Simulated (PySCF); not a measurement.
Se(Cl)(NMe2) (C2H6ClNSe), SMILES Cl[Se]N(C)C. Geometry: B3LYP-D3(BJ)/def2-SVP. Other conformers were not sampled.

Level of theory: PySCF with B3LYP-D3(BJ)/def2-SVP.

Harmonic wavenumbers (cm⁻¹): 98, 100, 196, 217, 326, 340, 347, 364, 605, 982, 1053, 1102, 1151, 1231, 1261, 1419, 1444, 1448, 1463, 1468, 1484, 2994, 2999, 3079, 3080, 3147, 3149. Rotational constants (GHz): 3.343, 1.756, 1.503; symmetry number 1.

Question: Work out the zero-point energy and the ideal-gas rigid-rotor harmonic-oscillator thermochemistry at 298.15 K and 1 atm.

Answer: ZPE = ½ Σ hcν = ½ × 36549 cm⁻¹ = 52.25 kcal/mol. H − E(el) = 57.37 kcal/mol. Entropy in cal/(mol K): translation 41.09, rotation 27.99, vibration 16.75, total 85.83. G − E(el) = 31.78 kcal/mol. Cp = 25.00 cal/(mol K). Modes under 150 cm⁻¹ make the vibrational entropy uncertain.
